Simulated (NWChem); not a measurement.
System: CH₅AlFN; SMILES [Al]([CH3])([F])[NH2]

Input file for NWChem:

```
start job
memory heap 200 mb stack 900 mb global 1100 mb
geometry units angstroms
  Al    -0.052212     0.004997     0.008631
  F      1.557439    -0.053590    -0.379759
  C     -0.664918    -0.912709     1.656784
  H     -1.369340    -1.715151     1.432203
  H     -1.179449    -0.226332     2.330874
  H      0.174462    -1.350678     2.201769
  N     -1.070535     0.908509    -1.132394
  H     -2.066706     1.060087    -1.077387
  H     -0.717312     1.359346    -1.966736
end
basis spherical
  * library def2-svp
end
dft
  xc pbe0
  iterations 150
end
driver
  maxiter 120
end
task dft optimize
task dft freq
```

The optimisation ended at a saddle point (imaginary frequency).

The level has its own optimisation; frequencies are unscaled.

Problem. What results follow from this input? (PBE0/def2-SVP.) Quantities: r Al–F (Å); r Al–C (Å); r Al–N (Å); r C–H (Å); highest harmonic frequency (cm⁻¹); lowest (cm⁻¹); zero-point energy (kcal/mol); dipole (D).

Solution. 
```
Property                           Result
---------------------------------  ------
r Al–F (Å)                          1.672
r Al–C (Å)                          1.942
r Al–N (Å)                          1.766
r C–H (Å)                           1.102
highest harmonic frequency (cm⁻¹)    3715
lowest (cm⁻¹)                         -69
zero-point energy (kcal/mol)         40.1
dipole (D)                           2.37
```
